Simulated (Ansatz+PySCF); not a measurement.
The numbers below are computed, except where a source is named.
**F2 + H2 → 2 HF**

F2 (charge 0, multiplicity 1):
```yaml
atoms:
  - { symbol: F, position_ang: [0.0000, 0.0000, -0.6882] }
  - { symbol: F, position_ang: [0.0000, 0.0000, 0.6882] }
```

H2 (charge 0, multiplicity 1):
```xyz
2

H     0.0000    0.0000   -0.3804
H     0.0000    0.0000    0.3804
```

HF (charge 0, multiplicity 1):
```xyz
2

H     0.0000    0.0000   -0.8282
F     0.0000    0.0000    0.0920
```

Shapes relaxed with PBE0/def2-SVP. Single points in def2-SVP with Ansatz (development build ahead of 0.2.0), no zero-point energy. Correlated methods freeze no orbital on H to Be, one on B to Mg, five on Al to Zn, nine on Ga to Sr.

```tsv
method	reaction energy
CCSD (restricted)	-538.4 kJ/mol
CCSD (unrestricted)	-539.9 kJ/mol
CCSD(T) (restricted)	-526.4 kJ/mol
CCSD(T) (unrestricted)	-527.9 kJ/mol
HF (unrestricted)	-585.2 kJ/mol
MP2 (restricted)	-556.1 kJ/mol
MP2 (unrestricted)	-623.7 kJ/mol
PBE (restricted)	-472.3 kJ/mol
PBE0 (restricted)	-518.0 kJ/mol
r2SCAN (restricted)	-503.6 kJ/mol
wB97X (restricted)	-516.5 kJ/mol
```

**Question.** What does HF (restricted) give?

**Answer.** -592.6 kJ/mol. Caution for CCSD (unrestricted), CCSD(T) (unrestricted), HF (unrestricted), MP2 (unrestricted): the determinant breaks the point group; the unrestricted determinant is spin contaminated. Caution for MP2 (unrestricted): another reference gives a lower total.
